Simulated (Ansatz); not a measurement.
A made-up structure of CH2SeSi, closed shell:

```
atom    x (Å)    y (Å)    z (Å)
 Si1   0.3821  -0.6477   0.5530
  C2  -0.0824   0.4761  -0.7166
 Se3   1.3826  -2.2668   1.8621
  H4  -1.0664   0.2363  -1.0294
  H5   0.0132   1.4619  -0.3391
```

It is relaxed with PBE-D4/def2-SVP and then PBE0-D4/def2-TZVP (Ansatz 0.2.0). Atoms count as bonded within 1.22 times the sum of their covalent radii (H–H: 0.88 Å). The end point is not checked to be a true minimum.

(1) Does its bonding change? (Judge from chemistry; the calculation decides.)

Results:

(1) The calculation gives: No: no bond forms or breaks.

Where it ends: The first stage lowers the energy by 0.67 eV in 7 steps. It ends as CH₂SeSi ([CH2][Si][Se]):
```tsv
atom	x (Å)	y (Å)	z (Å)
Si1	0.4643	-0.7183	0.5493
C2	-0.2300	0.4517	-0.4423
Se3	1.3120	-2.1467	1.7596
H4	-1.0250	0.1935	-1.1305
H5	0.1079	1.4797	-0.4062
```

Labels in which every atom is bracketed show which atoms are joined, not bond orders.

For scale, one of the runs: PBE0-D4/def2-TZVP relaxation, 128 basis functions, launched by `ansatz run in.yaml --threads 2 --pin off --events-out ev --progress --plain --max-ram 4352MiB`. The run took about 5.5 s on 2 CPU threads of an AMD EPYC 9R45 (shared host).
